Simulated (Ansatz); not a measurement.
Geometry optimisation, RHF/def2-SVP (Ansatz).

The input (input.yaml):

```yaml
crystal:
  periodic: [false, false, false]
  atoms:
    - { symbol: W, position_ang: [-0.56413, -0.191072, -0.336061] }
    - { symbol: H, position_ang: [1.649423, 0.831588, 1.286508] }
    - { symbol: F, position_ang: [2.031323, 0.006008, 1.25351] }
    - { symbol: F, position_ang: [-0.0663, 1.390002, 0.509899] }
    - { symbol: F, position_ang: [-2.326243, 0.068134, 0.116951] }
    - { symbol: F, position_ang: [-0.766836, -2.00301, -0.516891] }
    - { symbol: F, position_ang: [0.852263, -0.10165, -1.504315] }
basis:
  gaussian: { orbitals: def2-SVP }
hamiltonian:
  xc: hf
relax:
  f_tol: 0.03
  max_steps: 50
output:
  orbitals: {}
```

Launched with:

```bash
$ ansatz run input.yaml --threads 2 --pin off --max-ram 3072MiB --backend cpu --events-out ev --progress --plain --runs-dir out
```

Problem. Where does it end, and by what steps?

Solution. It converged. After 7 steps the energy has fallen by 0.039 eV; H2 moved furthest, 0.29 Å.

```
step  energy less start (eV)  largest force component (eV/Å)  accepted
   0                  0.0000                           0.303       yes
   1                 -0.0276                           0.464       yes
   2                 -0.0330                           0.465       yes
   3                 -0.0351                           0.435       yes
   4                 -0.0191                           1.442        no
   5                 -0.0387                           0.130       yes
   6                 -0.0389                           0.033       yes
   7                 -0.0392                           0.017       yes
```

```xyz
7
Properties=species:S:1:pos:R:3
W -0.625 -0.217 -0.395
H 1.867 0.937 1.437
F 2.108 0.066 1.388
F -0.092 1.349 0.439
F -2.366 0.034 0.139
F -0.865 -2.021 -0.625
F 0.783 -0.148 -1.573
```

Whether the end is a true minimum wasn't checked by a vibrational analysis.

Run time: 14 s on 2 threads of Arm Neoverse V2, with other jobs on the host, peak memory 0.22 GiB.
